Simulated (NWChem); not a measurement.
System: C₃H₆O; SMILES C=COC

Here is an NWChem input.

```
start job
memory heap 200 mb stack 900 mb global 1100 mb
geometry units angstroms noautoz
  C     -0.103457     1.874094     0.003960
  C      0.336734     0.614628    -0.004442
  O     -0.486966    -0.450421    -0.005548
  C      0.126389    -1.710015    -0.000737
  H     -1.172404     2.097358     0.011771
  H      0.610960     2.697072     0.002389
  H      1.411224     0.382638    -0.012302
  H     -0.673058    -2.462433    -0.002816
  H      0.748369    -1.862232     0.900002
  H      0.755876    -1.865274    -0.895790
end
basis spherical
  * library def2-svp
end
dft
  xc pbe0
  iterations 150
end
tddft
  cis
  nroots 6
end
task tddft energy
```

Excerpt of the output:

```
             Northwest Computational Chemistry Package (NWChem) 7.3.0
             --------------------------------------------------------

 C1  symmetry detected

                             Geometry "geometry" -> ""
                             -------------------------

 Output coordinates in angstroms (scale by  1.889725989 to convert to a.u.)

  No.       Tag          Charge          X              Y              Z
 ---- ---------------- ---------- -------------- -------------- --------------
    1 C                    6.0000    -0.09560382     1.87266997     0.00286695
    2 C                    6.0000     0.34050311     0.61177045    -0.00317084
    3 O                    8.0000    -0.48665242    -0.45059713    -0.00424173
    4 C                    6.0000     0.12259531    -1.71217000     0.00321802
    5 H                    1.0000    -1.16383063     2.09941600     0.00863141
    6 H                    1.0000     0.62148677     2.69331960     0.00139682
    7 H                    1.0000     1.41424460     0.37628039    -0.00896382
    8 H                    1.0000    -0.67928933    -2.46198857     0.00080656
    9 H                    1.0000     0.74260078    -1.86522839     0.90517491
   10 H                    1.0000     0.75303953    -1.87064450    -0.89059685

 Effective nuclear repulsion energy (a.u.)     119.7524255392

                                 NWChem DFT Module
                                 -----------------

 Summary of "ao basis" -> "ao basis" (spherical)
 ------------------------------------------------------------------------------
       Tag                 Description            Shells   Functions and Types
 ---------------- ------------------------------  ------  ---------------------
 C                          def2-svp                 6       14   3s2p1d
 O                          def2-svp                 6       14   3s2p1d
 H                          def2-svp                 3        5   2s1p

            General Information
            -------------------
          SCF calculation type: DFT
          Wavefunction type:  closed shell.
          No. of atoms     :    10
          No. of electrons :    32
           Alpha electrons :    16
            Beta electrons :    16
          Charge           :     0
          Spin multiplicity:     1
          Use of symmetry is: off; symmetry adaption is: off
          Maximum number of iterations: 150
          AO basis - number of functions:    86
                     number of shells:    42
          Convergence on energy requested:  1.00D-06
          Convergence on density requested:  1.00D-05
          Convergence on gradient requested:  5.00D-04

              XC Information
              --------------
                         PBE0 Method XC Functional
                     Hartree-Fock (Exact) Exchange  0.250
          PerdewBurkeErnzerhof Exchange Functional  0.750
            Perdew 1991 LDA Correlation Functional  1.000 local
           PerdewBurkeErnz. Correlation Functional  1.000 non-local

             Grid Information
             ----------------
          Grid used for XC integration:  medium
          Radial quadrature: Mura-Knowles
          Angular quadrature: Lebedev.
          Tag              B.-S. Rad. Rad. Pts. Rad. Cut. Ang. Pts.
          ---              ---------- --------- --------- ---------
          C                   0.70       49          11.0       434
          O                   0.60       49          10.0       434
          H                   0.35       45          13.0       434
          Grid pruning is: on
          Number of quadrature shells:   466
          Spatial weights used:  Erf1

      Superposition of Atomic Density Guess
      -------------------------------------

 Sum of atomic energies:        -190.56125950

      Non-variational initial energy
      ------------------------------

 Total energy =    -192.888156
 1-e energy   =    -494.104377
 2-e energy   =     181.463795
 HOMO         =      -0.276270
 LUMO         =       0.042027

[...]

                                NWChem TDDFT Module
                                -------------------

            General Information
            -------------------
           No. of orbitals :     172
            Alpha orbitals :      86
             Beta orbitals :      86
        Alpha frozen cores :       0
         Beta frozen cores :       0
     Alpha frozen virtuals :       0
      Beta frozen virtuals :       0
         Spin multiplicity :       1
    Number of AO functions :      86
        Use of symmetry is : off
      Symmetry adaption is : off
         Schwarz screening :  0.10D-07

              XC Information
              --------------
                  PBE0 Method XC Functional
              Hartree-Fock (Exact) Exchange   0.25
   PerdewBurkeErnzerhof Exchange Functional   0.75
     Perdew 1991 LDA Correlation Functional   1.00 local
    PerdewBurkeErnz. Correlation Functional   1.00 non-local

             TDDFT Information
             -----------------
          Calculation type : Tamm-Dancoff TDDFT
         Wavefunction type : Restricted singlets & triplets
          No. of electrons :      32
           Alpha electrons :      16
            Beta electrons :      16
              No. of roots :       6
          Max subspacesize :    5200
            Max iterations :     100
               Target root :       1
           Target symmetry : none
      Symmetry restriction : off
                 Algorithm : Optimal
        Davidson threshold :  0.10D-03

    6 smallest eigenvalue differences (eV)
--------------------------------------------------------
  No. Spin  Occ  Vir  Irrep   E(Occ)    E(Vir)   E(Diff)
--------------------------------------------------------
    1    1   16   17 a        -0.235     0.034     7.320
    2    1   16   18 a        -0.235     0.076     8.459
    3    1   16   19 a        -0.235     0.103     9.192
    4    1   16   20 a        -0.235     0.130     9.918
    5    1   16   21 a        -0.235     0.136    10.072
    6    1   15   17 a        -0.344     0.034    10.302
--------------------------------------------------------

  Entering Davidson iterations
  Restricted singlet excited states

  Iter   NTrls   NConv    DeltaV     DeltaE      Time
  ----  ------  ------  ---------  ---------  ---------
    1      6       0     0.23E+00   0.10+100        7.1
    2     12       0     0.36E-01   0.24E-01        5.1
    3     18       0     0.11E-01   0.18E-02        7.3
    4     24       0     0.12E-01   0.12E-02        7.3
    5     30       2     0.28E-02   0.31E-03        7.3
    6     34       5     0.47E-03   0.12E-04        5.8
    7     35       5     0.11E-03   0.31E-06        3.5
    8     36       6     0.81E-04   0.25E-07        3.6
  ----  ------  ------  ---------  ---------  ---------
  Convergence criterion met

  Ground state a        -192.740261583407 a.u.

  ----------------------------------------------------------------------------
  Root   1 singlet a              0.261970687 a.u.                7.1286 eV
  ----------------------------------------------------------------------------
     Transition Moments    X  0.00458   Y -0.00650   Z -0.28800
     Dipole Oscillator Strength                    0.0144967371
     Electric Quadrupole                           0.0000000790
     Magnetic Dipole                               0.0000002457
     Total Oscillator Strength                     0.0144970618

     Occ.   16  a   ---  Virt.   18  a       -0.94003
     Occ.   16  a   ---  Virt.   19  a        0.32368
     Occ.   16  a   ---  Virt.   20  a        0.07476
  ----------------------------------------------------------------------------
  Root   2 singlet a              0.273411344 a.u.                7.4399 eV
  ----------------------------------------------------------------------------
     Transition Moments    X -0.39656   Y  1.78565   Z -0.00027
     Dipole Oscillator Strength                    0.6098558757
     Electric Quadrupole                           0.0000007963
     Magnetic Dipole                               0.0000000641
     Total Oscillator Strength                     0.6098567362

     Occ.   11  a   ---  Virt.   20  a        0.05110
     Occ.   12  a   ---  Virt.   26  a       -0.05009
     Occ.   13  a   ---  Virt.   25  a       -0.06018
     Occ.   14  a   ---  Virt.   17  a        0.24312
     Occ.   16  a   ---  Virt.   17  a       -0.93130
     Occ.   16  a   ---  Virt.   23  a        0.16618
  ----------------------------------------------------------------------------
  Root   3 singlet a              0.288221294 a.u.                7.8429 eV
  ----------------------------------------------------------------------------
     Transition Moments    X  0.00416   Y -0.01953   Z -0.19681
     Dipole Oscillator Strength                    0.0075192477
     Electric Quadrupole                           0.0000002255
     Magnetic Dipole                               0.0000004142
     Total Oscillator Strength                     0.0075198875

     Occ.   14  a   ---  Virt.   18  a        0.05858
     Occ.   15  a   ---  Virt.   17  a       -0.06162
     Occ.   16  a   ---  Virt.   18  a       -0.32350
     Occ.   16  a   ---  Virt.   19  a       -0.93891
  ----------------------------------------------------------------------------
  Root   4 singlet a              0.309681517 a.u.                8.4269 eV
  ----------------------------------------------------------------------------
     Transition Moments    X -0.00082   Y  0.00527   Z  0.07375
     Dipole Oscillator Strength                    0.0011287314
     Electric Quadrupole                           0.0000000159
     Magnetic Dipole                               0.0000010099
     Total Oscillator Strength                     0.0011297573

[...]
```

Level: PBE0/def2-SVP, TDA. The geometry was optimised at PBE0/def2-SVP.
